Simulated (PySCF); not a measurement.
TeF4, singlet: data card

Level of theory: PBE0 in PySCF with Te def2-SVP with ECP28, F def2-SVP; scalar-relativistic core potentials, no spin–orbit coupling; density-fitted integrals.

The structure is a higher-order saddle point with 2 imaginary modes.

```
Point group                                                                   : D4h
Bond lengths                                                                  : Te–F 1.967 Å (×4)
Bond angles                                                                   : F–Te–F 90.0° (×4), F–Te–F 180.0° (×2)
Rotational constants                                                          : 0.1147, 0.1147, 0.05735 cm⁻¹
Atomisation energy without zero-point energy                                  : 1152 kJ/mol
Highest occupied level                                                        : -9.05 eV
Dipole moment                                                                 : 0.00 D
Zero-point energy (real modes)                                                : 17.5 kJ/mol
Principal polarisabilities                                                    : 24.5, 41.3, 41.3 bohr³
Lowest empty level                                                            : -6.14 eV
Principal quadrupole moments (Buckingham, traceless) about the centre of mass : -7.01, -7.01, 14.02 D Å
```

Harmonic modes (masses in u: Te 129.906, F 18.998):
```tsv
symmetry	ω (cm⁻¹)	IR (km/mol, summed over degenerate members)	μ (u)
a2u	337i	–	27.74
b2u	89i	–	19.00
eu	159	9.8	21.10
b2g	222	0.0	19.00
b1g	573	0.0	19.00
a1g	605	0.0	19.00
eu	606	421	24.22
```

In D4h the vibrations span a2u + b2u + 2eu + b2g + b1g + a1g. The a1g, b1g, b2g, b2u modes carry no infrared intensity, as symmetry demands. With a centre of inversion only u modes can be infrared active and only g modes Raman active.

Charges (e):
```
    atom  Mulliken  Löwdin  polar tensor  Mayer order to Te1
     Te1      1.58    1.32          2.03                   –
F2,3,4,5     -0.39   -0.33         -0.51                0.90
```

Mulliken populations on Te1 (electrons outside its core potential): s 4.01, p 7.78, d 10.63.

Outer orbital energies (eV). occupied: -12.29, -11.90, -11.90, -11.72, -11.72, -11.63, -11.26, -9.05; empty: -6.14, -0.38, -0.38, 4.44.

Only a few start shapes were tried, so a lower isomer may exist. At this level a singlet minimum of C2v symmetry lies 199 kJ/mol below this structure.

The final relaxation and frequency run took of the order of 110 core-seconds on a shared host.
